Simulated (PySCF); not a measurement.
C₄H₉OSi (doublet state).
Cartesian coordinates in Å at the GFN2-xTB level; atoms count from 1:
```
atom  x, y, z in Å
C1     2.8396    0.4621   -0.1446
C2     1.4468    0.3444    0.3750
C3     0.4863   -0.3644   -0.1971
C4    -0.9087   -0.4670    0.3194
O5    -1.8092    0.0036   -0.6700
Si6   -3.4185    0.1005   -0.6031
H7     2.9580   -0.0893   -1.0737
H8     3.5492    0.0769    0.5877
H9     3.0854    1.5089   -0.3209
H10    1.2458    0.8767    1.2966
H11    0.6661   -0.8930   -1.1231
H12   -1.1556   -1.5129    0.5465
H13   -1.0294    0.1231    1.2350
H14   -3.8957    1.0398    0.4045
H15   -4.0644   -1.2015   -0.4815
```

The hyperfine couplings belong to this conformer and change with its torsions.

Identity: `C/C=C/CO[SiH2]` [radical].

Theory: PySCF, UKS B3LYP, pcH-1 on C H O Si, non-relativistic, mean-field spin-orbit, GIAO. The structure is a single GFN2-xTB conformer in the gas phase; no vibrational or solvent corrections. The geometry wasn't refined by DFT: couplings that depend on bond lengths, twists or pyramidal angles can differ widely from those at the functional's own minimum, by a factor of two or more for some ions and for spin on atoms past the first row. Stability of the SCF solution: not tested.

(1) Match the computed a_iso(13C) values +37.4, -1.0 MHz with the sites C3; C4.

## Answers

(1) 
| site | a_iso (MHz) | ρ(0) (bohr⁻³) | position | distance from Si6 (Å) | spin population | largest \|T\| (MHz) |
| --- | --- | --- | --- | --- | --- | --- |
| C3 | -1.0 | -0.0009 | 3 bonds from Si6 | 3.95 | 0.00 | 0.7 |
| C4 | +37.4 | +0.0333 | 2 bonds from Si6 | 2.73 | +0.02 | 6.0 |

ρ(0) is the spin density at the nucleus and T the dipolar tensor; a_iso includes a spin–orbit part; entries for several nuclei are means. The largest Mulliken spin population is on Si6 (+0.94). The angles at Si6 add up to 338.1°, so it is pyramidal.

Means are taken over nuclei equivalent by connectivity, which assumes that they swap fast.
